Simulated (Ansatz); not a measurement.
# Ligand exchange: BH(CH3)(OH) + In(CH3)2(OH) → BH(OH)2 + In(CH3)3

Species: BH(CH3)(OH), singlet; In(CH3)2(OH), singlet; BH(OH)2, singlet; In(CH3)3 (trimethylindium (TMIn)), singlet. The partners trade CH3 for OH: B–CH3 and In–OH bonds give way to B–OH and In–CH3.

Shapes, held fixed at every level: PBE0-D4/def2-TZVP. Flexible molecules stand in one conformer, not always the lowest. Programs: Ansatz 0.2.0. Electronic energies: no zero-point or thermal term.

```tsv
level	kind	ΔE (kJ/mol)	less CCSD(T)/def2-TZVPP	CPU time (sum over the molecules)
r2SCAN-D4/def2-TZVPP	meta-GGA	-52.6	+6.7	52 s
BHLYP-D4/def2-TZVPP	global hybrid	-59.4	-0.1	40 s
PBE0-D4/def2-TZVPP	global hybrid	-57.5	+1.8	31 s
r2SCAN0-D4/def2-TZVPP	global hybrid	-59.2	+0.1	52 s
B2PLYP/def2-TZVPP	double hybrid	-53.5	+5.8	60 s
MP2/def2-TZVPP	perturbation theory	-59.9	-0.6	–
CCSD/def2-TZVPP	coupled cluster or CI	-60.4	-1.1	–
CCSD(T)/def2-TZVPP	coupled cluster or CI	-59.3	0.0	30 min
```

The highest level, CCSD(T)/def2-TZVPP, gives ΔE = -59.3 kJ/mol; the levels span -60.4 to -52.6. The column of differences is taken from that level and isn't an error. No measured value is set beside it here. For atoms past krypton def2 sets carry core potentials with scalar relativity. Correlated rows may include outer-core shells of In, which these sets cover unevenly. Times are processor times on shared x86 and Arm servers, and rough.
